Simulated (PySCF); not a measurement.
A side-by-side comparison of computed properties.

First species: C₇H₉NOSi.
Geometry (GFN2-xTB, Å), atoms numbered from 1 in this order:
```
atom  x, y, z in Å
C1     1.7044   -0.5951    2.6257
C2     1.9159   -0.2775    1.4852
Si3    2.2650    0.2145   -0.2669
C4     0.8195   -0.4381   -1.3398
C5    -0.4241    0.3046   -1.0434
N6    -0.7258    1.4819   -1.6854
C7    -1.8410    1.8720   -1.1702
O8    -2.3247    1.0597   -0.2261
C9    -1.4126    0.0480   -0.1353
C10   -1.6341   -1.0402    0.8481
H11    1.5181   -0.8725    3.6240
H12    3.5094   -0.4399   -0.6918
H13    2.3478    1.6737   -0.3416
H14    1.0621   -0.2974   -2.3923
H15    0.6653   -1.5031   -1.1659
H16   -2.3879    2.7555   -1.4300
H17   -1.5245   -0.6613    1.8637
H18   -2.6387   -1.4475    0.7429
H19   -0.9039   -1.8282    0.6915
```

Second species: C₆H₇NO₂S.
SMILES: `CS(=O)(=O)c1ccncc1`

Levels: PBE0/pcSseg-1 for dipole moment, HOMO energy, LUMO energy and HOMO–LUMO gap; GFN2-xTB for rotational constant A and rotational constant C. Geometries: GFN2-xTB. All species are isolated and taken at one optimised geometry, non-relativistic unless stated. Electronic properties by PySCF.

The conformers computed, where there is a choice (atom-mapped SMILES and torsion angles):
- `[CH:1]#[C:2][SiH2:3][CH2:4][c:5]1[n:6][cH:7][o:8][c:9]1[CH3:10]`: C2–Si3–C4–C5 69°, Si3–C4–C5–N6 87°
- `[CH3:1][S:2](=[O:3])(=[O:4])[c:5]1[cH:6][cH:7][n:8][cH:9][cH:10]1`: C1–S2–C5–C6 90°

Values for the first species:

| Quantity | Value |
| --- | --- |
| Dipole moment | 2.00 D |
| HOMO energy | -6.50 eV |
| LUMO energy | -0.14 eV |
| HOMO–LUMO gap | 6.36 eV |
| Rotational constant A | 1.758 GHz |
| Rotational constant C | 0.666 GHz |

Estimate the same properties for the second species, and the change in each.

```csv
property,first,second,second less first
dipole moment,2.00 D,3.77 D,+1.77 D
HOMO energy,-6.50 eV,-7.93 eV,-1.43 eV
LUMO energy,-0.14 eV,-1.84 eV,-1.70 eV
HOMO–LUMO gap,6.36 eV,6.09 eV,-0.27 eV
rotational constant A,1.758 GHz,2.609 GHz,+0.851 GHz
rotational constant C,0.666 GHz,0.728 GHz,+0.062 GHz
```

On the first: The dipole matches unit charges of opposite sign 0.42 Å apart (1 e·Å = 4.8032 D). GFN2-xTB frequencies show an imaginary mode (29i cm⁻¹), so this geometry is no minimum at that level.

On the second: A dipole of 3.77 D is allowed in Cs, and pure rotational transitions are dipole-allowed. The dipole matches unit charges of opposite sign 0.78 Å apart (1 e·Å = 4.8032 D).
